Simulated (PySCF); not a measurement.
**Assigning NMR signals**

Geometry:
```json
{"atom": "C1", "x (Å)": "0.600", "y (Å)": "1.850", "z (Å)": "0.147"}
{"atom": "C2", "x (Å)": "0.280", "y (Å)": "0.566", "z (Å)": "0.044"}
{"atom": "O3", "x (Å)": "1.158", "y (Å)": "-0.475", "z (Å)": "-0.039"}
{"atom": "C4", "x (Å)": "2.531", "y (Å)": "-0.184", "z (Å)": "-0.017"}
{"atom": "C5", "x (Å)": "-1.150", "y (Å)": "0.077", "z (Å)": "0.007"}
{"atom": "C6", "x (Å)": "-1.421", "y (Å)": "-0.646", "z (Å)": "-1.313"}
{"atom": "C7", "x (Å)": "-1.418", "y (Å)": "-0.849", "z (Å)": "1.195"}
{"atom": "H8", "x (Å)": "-0.173", "y (Å)": "2.593", "z (Å)": "0.208"}
{"atom": "H9", "x (Å)": "1.610", "y (Å)": "2.215", "z (Å)": "0.175"}
{"atom": "H10", "x (Å)": "3.043", "y (Å)": "-1.143", "z (Å)": "-0.094"}
{"atom": "H11", "x (Å)": "2.821", "y (Å)": "0.308", "z (Å)": "0.917"}
{"atom": "H12", "x (Å)": "2.819", "y (Å)": "0.451", "z (Å)": "-0.862"}
{"atom": "H13", "x (Å)": "-1.805", "y (Å)": "0.949", "z (Å)": "0.079"}
{"atom": "H14", "x (Å)": "-0.767", "y (Å)": "-1.509", "z (Å)": "-1.403"}
{"atom": "H15", "x (Å)": "-1.237", "y (Å)": "0.019", "z (Å)": "-2.154"}
{"atom": "H16", "x (Å)": "-2.455", "y (Å)": "-0.981", "z (Å)": "-1.355"}
{"atom": "H17", "x (Å)": "-2.452", "y (Å)": "-1.187", "z (Å)": "1.185"}
{"atom": "H18", "x (Å)": "-1.230", "y (Å)": "-0.328", "z (Å)": "2.132"}
{"atom": "H19", "x (Å)": "-0.765", "y (Å)": "-1.716", "z (Å)": "1.142"}
```

PySCF calculation with shieldings: GIAO PBE0/pcSseg-1 and geometry from GFN2-xTB; a single conformation, one averaged value for each set of equivalent atoms, non-relativistic, in vacuum.

References, each an isolated molecule treated in the same way: TMS for ¹³C and ¹H.

(1) Assign these signals to the numbered atoms. ¹³C{¹H} NMR (computed): δ 177.7 (C), 81.3 (CH2), 55.9 (CH3), 41.4 (CH), 23.1 (CH3).

(2) Assign these signals to the numbered atoms. ¹H NMR (600 MHz, computed): δ 4.10 (br s, 1H), 3.71 (s, 3H), 3.66 (br s, 1H), 2.28 (sept, 1H), 1.14 (d, 6H).

Answers

(1) 
177.7 → C2, alkene carbon bearing oxygen: an sp2 carbon further deshielded by the attached heteroatom
81.3 → C1, β carbon of an enol-ether or enamine type C=C: the O or N lone pair pushes π density onto this β carbon and shields it
55.9 → C4, methyl carbon bonded to O: pulled downfield by the heteroatom
41.4 → C5, allylic sp3 CH: a saturated carbon with 3 carbon neighbours and no heteroatom attached
23.1 → C6/C7, methyl carbon: a saturated carbon with 1 carbon neighbour and no heteroatom attached

(2) 
```tsv
δ (ppm)	atoms	environment	reason
4.10	H8	hydrogen on a β carbon of an enol-ether or enamine type C=C	lone-pair donation from O or N shields it, upfield of ordinary alkene protons
3.71	H10/H11/H12	hydrogen on a methyl carbon bonded to O	its carbon carries O, an electronegative neighbour
3.66	H9	hydrogen on a β carbon of an enol-ether or enamine type C=C	lone-pair donation from O or N shields it, upfield of ordinary alkene protons
2.28	H13	hydrogen on an allylic sp3 CH	allylic position
1.14	H14/H15/H16/H17/H18/H19	hydrogen on a methyl carbon	–
```

H10/H11/H12 and H9 lie closer than the usual error of such a calculation, so a measured spectrum could show them in the other order.

Shifts are as computed. Against solution values, carbons near 30 ppm lie about +3 ppm off and those near 130 ppm about +5 ppm. Of 1211 compounds with measured shifts, 218 miss one by over three times the rms of a fit or turn the order of signals round; such compounds aren't used in these exercises. No couplings were computed; multiplicities are counted from neighbouring protons, with m where these are inequivalent, close in shift, in a saturated or five-membered ring or joined by F or P, and br s for small geminal =CH2 splittings.
